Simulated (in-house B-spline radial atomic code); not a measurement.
A calculation on Tc IX (Tc8+): its settings, and results tabulated from the run. Computed with a radial B-spline atomic code at the basis-set limit: non-relativistic CAM-B3LYP, spin-polarised, spherical fractional occupations, point nucleus.

Command:
```bash
python run_scf.py task.json out
```
Settings:
```
Z                43
configuration    [Ar] 3d10 4s2 4p5
hamiltonian      nr
method           camb3lyp
spin_polarised   True
```

Output (hartree, bohr):
```
 radial grid: 47 intervals, B-splines of order 8, outer radius 11.954 bohr

 iter        energy (Eh)    residual
    1       -4180.151102    7.29e-01
    2       -4187.525792    4.82e-01
    3       -4189.609293    1.20e-01
    4       -4189.749116    2.87e-02
    5       -4189.756261    1.52e-02
    6       -4189.758594    3.94e-04
    7       -4189.758597    3.89e-05
    8       -4189.758597    1.15e-06
    9       -4189.758597    7.92e-08

 total energy                     -4189.75860
 kinetic                            4188.1290
 electron-nucleus                  -9799.8070
 Hartree                            1543.9969
 exact exchange                      -25.7015
 exchange-correlation                -96.3761

 orbital      occ     eigenvalue          <r>       <r^2>       <1/r>     <1/r^2>     <1/r^3>       r_max
 1s up      1.000      -754.0130    0.0354457  0.00168131     42.4838     3624.86           -     0.02345
 1s down    1.000      -754.0033    0.0354454  0.00168128     42.4841      3624.9           -     0.02345
 2s up      1.000      -110.5598     0.154614   0.0281007     9.60058     375.102           -      0.1308
 2s down    1.000      -110.5540      0.15461   0.0280989     9.60065     375.099           -      0.1308
 2p up      3.000      -102.4252     0.132478   0.0213802     9.59105     124.875     2488.19      0.1029
 2p down    3.000      -102.4153     0.132481   0.0213811     9.59071     124.866     2487.93      0.1029
 3s up      1.000       -23.4515     0.425986    0.207494     3.35739     69.1898           -      0.3827
 3s down    1.000       -23.4393     0.425915    0.207388      3.3573     69.1712           -      0.3827
 3p up      3.000       -20.2804     0.419916    0.204752      3.2676      22.778     418.475      0.3698
 3p down    3.000       -20.2654     0.419909    0.204712     3.26711     22.7689     418.259      0.3699
 3d up      5.000       -14.4668     0.396038    0.187597     3.09509     12.1207     62.7542      0.3106
 3d down    5.000       -14.4548     0.395817     0.18732     3.09602     12.1263     62.7891      0.3106
 4s up      1.000        -7.1613      1.02044     1.16943     1.33483      14.142           -      0.9458
 4s down    1.000        -7.0766      1.02119     1.17172     1.33448     14.1416           -      0.9451
 4p up      3.000        -6.1186      1.07579      1.3071     1.25042     4.55641     76.6551      0.9874
 4p down    2.000        -5.9593      1.07938     1.31673     1.24658     4.53091      76.188      0.9882

 Slater integrals (Eh)
   F0(4s up,4s up)               0.879538
   F0(4s up,4s down)             0.879229
   F0(4s up,4p up)               0.855973
   G1(4s up,4p up)               0.589014
   F0(4s up,4p down)             0.854512
   F0(4s down,4s down)           0.878920
   F0(4s down,4p up)             0.855682
   F0(4s down,4p down)           0.854222
   G1(4s down,4p down)           0.587230
   F0(4p up,4p up)               0.834569
   F2(4p up,4p up)               0.444444
   F0(4p up,4p down)             0.833215
   F2(4p up,4p down)             0.443481
   F0(4p down,4p down)           0.831866
   F2(4p down,4p down)           0.442528
```

Run time, properties included: 0.94 s on 1 thread of Arm Neoverse N1 (shared host).

Caution: exact exchange at fractional occupations of open shells leaves self-interaction of up to several eV.
